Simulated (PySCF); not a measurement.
# Electron correlation in Te⁻ (tellurium, charge -1)

[Kr] 4d10 5s2 5p5, 2P determinant. Computed with PySCF 2.14 in x2c-TZVPPall with one added diffuse shell each of s, p, d, f type (9s7p5d3f, 76 functions), with the spin-free X2C one-electron Hamiltonian (Gaussian nucleus). Frozen: [Ar] 3d10; 25 electrons correlated.

```tsv
level	correlation energy (mhartree)
CCSD	-547.32
(T)	-12.41
CCSD(T)	-559.73
```

Diagnostics: T1 = 0.0076, D1 = 0.0370, largest double amplitude 0.033.

Cost of the coupled-cluster step: about 40 core-seconds, for 25 correlated electrons.

Iterations:

```
CC2 = 0
CCSD nocc = (np.int64(13), np.int64(12)), nmo = (62, 62)
frozen orbitals [[0, 1, 2, 3, 4, 5, 6, 7, 8, 9, 10, 11, 12, 13], [0, 1, 2, 3, 4, 5, 6, 7, 8, 9, 10, 11, 12, 13]]
max_cycle = 100
direct = 0
conv_tol = 1e-08
conv_tol_normt = 1e-06
diis_space = 8
diis_start_cycle = 0
Init t2, MP2 energy = -0.576508387083499
Init E_corr(UCCSD) = -0.576508387085282
cycle = 1  E_corr(UCCSD) = -0.53368991662115  dE = 0.0428184705  norm(t1,t2) = 0.0684193
cycle = 2  E_corr(UCCSD) = -0.547499073454155  dE = -0.0138091568  norm(t1,t2) = 0.0177608
cycle = 3  E_corr(UCCSD) = -0.546449723463807  dE = 0.00104934999  norm(t1,t2) = 0.00733329
cycle = 4  E_corr(UCCSD) = -0.547360360064818  dE = -0.000910636601  norm(t1,t2) = 0.0030883
cycle = 5  E_corr(UCCSD) = -0.54737929406188  dE = -1.89339971e-05  norm(t1,t2) = 0.000918085
cycle = 6  E_corr(UCCSD) = -0.547312744066014  dE = 6.65499959e-05  norm(t1,t2) = 0.00036063
cycle = 7  E_corr(UCCSD) = -0.547322021892062  dE = -9.27782605e-06  norm(t1,t2) = 0.000135091
cycle = 8  E_corr(UCCSD) = -0.547325530848632  dE = -3.50895657e-06  norm(t1,t2) = 3.87047e-05
cycle = 9  E_corr(UCCSD) = -0.547323639273908  dE = 1.89157472e-06  norm(t1,t2) = 1.47216e-05
cycle = 10  E_corr(UCCSD) = -0.547323789980589  dE = -1.50706681e-07  norm(t1,t2) = 4.12616e-06
cycle = 11  E_corr(UCCSD) = -0.547323853509087  dE = -6.35284981e-08  norm(t1,t2) = 1.72405e-06
cycle = 12  E_corr(UCCSD) = -0.54732385380457  dE = -2.95482971e-10  norm(t1,t2) = 4.15623e-07
UCCSD converged
E(UCCSD) = -6791.4425240708  E_corr = -0.5473238538045703
UCCSD(T) correction = -0.0124107760704573
```

This basis was not built for core-valence correlation, so the inner-shell part is incomplete.
